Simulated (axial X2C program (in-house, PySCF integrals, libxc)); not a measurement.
## TbTe⁺: a free-ion multiplet in an axial field

Calculated with an axial X2C code built on PySCF integrals: two-component X2C with atomic mean-field Coulomb and Gaunt terms, basis Tb dyall-v3z, Te dyall-v3z (cores contracted in-house). Orbitals come from Hartree–Fock averaged over the configuration Tb f8 s0; CI then distributes these electrons over the f, s shells of Tb.

R = 2.612 Å.

(1) Which level do Hund's rules give for f8, how many Ω levels does it split into, and what is its Landé factor?

The computed levels compare thus:

| Ω | energy (cm⁻¹) | g∥ computed | 2gJΩ |
| --- | --- | --- | --- |
| 6 | 0 | 17.95 | 18.00 |
| 5 | 266 | 14.65 | 15.00 |
| 4 | 483 | 11.50 | 12.00 |
| 3 | 641 | 8.51 | 9.00 |
| 2 | 741 | 5.64 | 6.00 |
| 1 | 793 | 2.82 | 3.00 |
| 0 | 809 | 0.00 | 0.00 |

The 7 lowest levels are just these Ω; they span 809 cm⁻¹, the lowest has Ω = 6, and the next level lies at 2246 cm⁻¹. Departures of g∥ from 2gJΩ come from intermediate coupling and from mixing with the higher-lying level J − 1 of the term. The computed g∥ is the magnitude of 2⟨Lz + ge Sz⟩.

Dynamic correlation is missing, so gaps between terms are too wide and other configurations may lie lower; the lowest level listed is that of this model, not necessarily the ground state. At most 4 roots were kept for each Ω > 0 (twice that for Ω = 0) within 2.2 eV of the lowest, so higher up levels can be missing between those listed; levels with Ω > 0 are doubly degenerate and listed once, Ω = 0 levels singly. States that fill the shells left empty in the average are placed too high.

## Answers

(1) S = 3, L = 3, J = 6 (7F6). It gives Ω = 0 to 6, 7 levels. gJ = 3/2 + [S(S+1) − L(L+1)]/[2J(J+1)] = 1.500, so g∥ = 2gJΩ.
